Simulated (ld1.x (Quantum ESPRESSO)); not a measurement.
## chromium (Cr): one change to an RRKJ potential, before and after

chromium, norm-conserving RRKJ (Kleinman–Bylander form), made with ld1.x (Quantum ESPRESSO) 7.5 (LDA (PZ), scalar-relativistic). Core [Ar], reference 3d5 4s0.5 4p0.5. Waves: 4s (bound): rc 2.75 bohr; 4p (bound): rc 3.80 bohr; 3d (bound): rc 1.30 bohr. Local part: all-electron potential smoothed inside 1.45 bohr (lloc = -1). Core correction: none. rho0 = 0.02.

All-electron outer shells of the reference configuration (LDA (PZ), scalar-relativistic, ld1.x):

| shell | level (eV) | outermost node (bohr) | outermost maximum (bohr) |
| --- | --- | --- | --- |
| 3s | -74.29 | 0.36 | 0.78 |
| 3p | -46.08 | 0.33 | 0.80 |
| 4s | -4.71 | 1.12 | 2.71 |
| 3d | -3.84 | – | 0.84 |
| 4p | -1.51 | 1.25 | 3.80 |

Change: wave 3d (bound): rc 1.30 bohr becomes 3d (bound): rc 1.68 bohr.

Cutoffs: the cutoffs (Ry, on a coarse ladder) from which the occupation-weighted sum of valence levels, in a spherical-Bessel basis at the reference potential, stays within 10 and 1 mRy of its value at 400 Ry; they do not see the model core or the augmentation charge, which bear on the density cutoff. Errors are all-electron minus pseudo energies relative to the spin-unpolarised reference configuration.

Task: How do hardness, ghosts and transferability respond?

Result: The potential gets softer (90 Ry and 110 Ry → 60 Ry and 90 Ry); both files keep a bound ghost (s); of the 9 tests that both files solve, the error grows in 4 and shrinks in 2 by more than 15 % and 0.3 meV (median size 35.1 → 25.2 meV). A larger radius leaves more room for a smooth pseudo-wave, so fewer plane waves are needed.

| quantity | base | changed |
| --- | --- | --- |
| cutoff, loose | 90 Ry | 60 Ry |
| cutoff, tight | 110 Ry | 90 Ry |
| loose cutoff by channel (10 mRy a level) | s 18 Ry, p 6 Ry, d 90 Ry | s 18 Ry, p 6 Ry, d 50 Ry |
| bound ghosts | s | s |
| error for 3d5 4s1 4p0, meV [ΔE -1.58 eV] | +2.7 | +3.3 |
| error for 3d5 4s0 4p0, meV [ΔE 5.56 eV] | +9.6 | +13 |
| error for 3d4 4s0 4p0, meV [ΔE 21.91 eV] | -35 | -37 |
| error for 3d5 4s0.5 4p0, meV [ΔE 1.24 eV] | -1.5 | -1.2 |
| error for 3d4 4s1 4p1, meV [ΔE 2.04 eV] | -48 | -25 |
| error for 3d6 4s0 4p0, meV [ΔE 0.15 eV] | +1.3 | +3.8 |
| error for 3d4 4s2 4p0, meV [ΔE -1.63 eV] | +52 | +82 |
| error for 3d5 4s0.5 4p0.5 (spin-polarised), meV [ΔE -4.81 eV] | +6068 | +5787 |
| error for 3d5 4s1 4p0 (spin-polarised), meV [ΔE -6.49 eV] | +6057 | +5770 |
| s: phases at 4.12 bohr within 0.05 rad from the reference energy up to (Ry; the scan ends near 5) | 0.9 | 0.9 |
| p: phases at 4.12 bohr within 0.05 rad from the reference energy up to (Ry; the scan ends near 5) | 0.7 | 0.7 |
| d: phases at 4.12 bohr within 0.05 rad from the reference energy up to (Ry; the scan ends near 5) | 2.5 | 2.4 |

 A true bound ghost makes a file unfit for plane-wave use even where its test errors are small: the radial tests pick states by their node count and pass the ghost by.
